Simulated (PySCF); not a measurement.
Species: C5H4NP3.
Structure used (GFN2-xTB), in Å, numbered top down from 1:
```xyz
13
C5H4NP3 angstrom
C     -2.419   -0.534   -0.085
C     -0.994   -0.032   -0.040
P     -0.850    1.702   -0.159
C      0.844    2.058   -0.114
P      2.298    1.141    0.023
C      1.752   -0.522    0.129
C      2.813   -1.443    0.253
N      3.679   -2.191    0.353
P      0.185   -1.305    0.116
H     -3.124    0.290    0.017
H     -2.619   -1.033   -1.034
H     -2.607   -1.256    0.709
H      1.037    3.127   -0.186
```

Computed, not measured: TDDFT PBE0/def2-SVPD, vertical, gas phase, core orbitals frozen in the response (PySCF 2.14.0, density-fitted response routines). GFN2-xTB frequencies show an imaginary mode (36i cm⁻¹), so this geometry is no minimum at that level.

Kohn–Sham orbitals with the atoms that hold most of them (Löwdin shares over 4%, at most four atoms; ? is withheld):

```csv
orbital,ε (eV),atoms
LUMO+2,-0.39,"P3 26%, P5 18%, P9 17%, C4 12%"
LUMO+1,-3.01,"P5 24%, C2 19%, C4 17%, P9 16%"
LUMO,-3.35,?
HOMO,-7.81,?
HOMO-1,-8.00,"P3 36%, P9 32%, C2 11%, C4 7%"
HOMO-2,-8.05,"P9 25%, C4 20%, C6 12%, C2 12%"
HOMO-3,-8.10,"P5 43%, P9 14%, P3 14%, C6 10%"
```

(1) Give the leading atoms of the HOMO.

(2) Give the leading atoms of the LUMO.

(3) The HOMO–LUMO gap is 4.45 eV. Where does the response calculation put the lowest singlet, and from which orbitals?

(4) Give energy, strength and leading configuration of S1 and S4, and follow the Löwdin shares of the leading atoms from the occupied to the empty orbital.

Results:

(1) C2 (bonded to C and 2 P) 18%; P3 (bonded to 2 C) 16%; P5 (bonded to 2 C) 16%; C6 (bonded to C and 2 P) 15%. By element: carbon 34% or more, phosphorus 32% or more.

(2) P3 (bonded to 2 C) 22%; P9 (bonded to 2 C) 16%; C6 (bonded to C and 2 P) 16%; C4 (bonded to 2 P and H) 12%. By element: phosphorus 38% or more, carbon 28% or more.

(3) S1 is at 3.41 eV (f = 0.0066), 1.04 eV below the gap, made of HOMO-1→LUMO (86%), HOMO-3→LUMO (10%). Its leading pair isn't HOMO and LUMO; the energies of that pair differ by 4.65 eV. Without the coupling terms of the response equations the lowest excitation would equal the gap.

(4) 
- S1 (3.41 eV, f 0.0066), HOMO-1→LUMO (86%): P3 36% → 22%, P9 32% → 16%
- S4 (3.70 eV, f 0.0001), HOMO-1→LUMO+1 (91%): P3 36% → at most 16%, P9 32% → 16%, P5 at most 8% → 24%, C2 11% → 19%

Löwdin shares depend on the basis, the more so with diffuse functions.
